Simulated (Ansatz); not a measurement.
The same molecule with X = F, Cl, Br. Ansatz, PBE0-D4/def2-TZVP geometries, multiplicity 1. Each molecule was computed in one conformer, which needn't be the lowest.

Scalar relativity is left out up to krypton.

```json
{"X": "Cl", "molecule": "`COB(Cl)OC`", "mean X–B bond length / Å": "1.773", "LUMO energy (PBE/def2-TZVPP) / eV": "-0.06", "size of the dipole moment (PBE/def2-TZVPP) / D": "2.27", "HOMO–LUMO gap (PBE/def2-TZVPP) / eV": "6.96"}
{"X": "Br", "molecule": "`COB(Br)OC`", "mean X–B bond length / Å": "1.940", "LUMO energy (PBE/def2-TZVPP) / eV": "-0.22", "size of the dipole moment (PBE/def2-TZVPP) / D": "2.45", "HOMO–LUMO gap (PBE/def2-TZVPP) / eV": "6.65"}
```

Q: Give the row for X = F, `COB(F)OC`. (Best estimate.)

A: The calculation gave: 
| X | molecule | mean X–B bond length / Å | LUMO energy (PBE/def2-TZVPP) / eV | size of the dipole moment (PBE/def2-TZVPP) / D | HOMO–LUMO gap (PBE/def2-TZVPP) / eV |
| --- | --- | --- | --- | --- | --- |
| F | `COB(F)OC` | 1.335 | 0.12 | 2.02 | 7.03 |

From F to Br the mean X–B bond length rises at each step, by 0.605 Å in all; the LUMO energy (PBE/def2-TZVPP) falls at each step, by 0.34 eV in all; the HOMO–LUMO gap (PBE/def2-TZVPP) falls at each step, by 0.38 eV in all. Bonds lengthen as the atom grows down the group. Dipoles are sizes alone, and their direction can turn along the series.

Spin–orbit coupling is left out; it splits and shifts lone-pair levels of the heavy atoms by tenths of an eV.
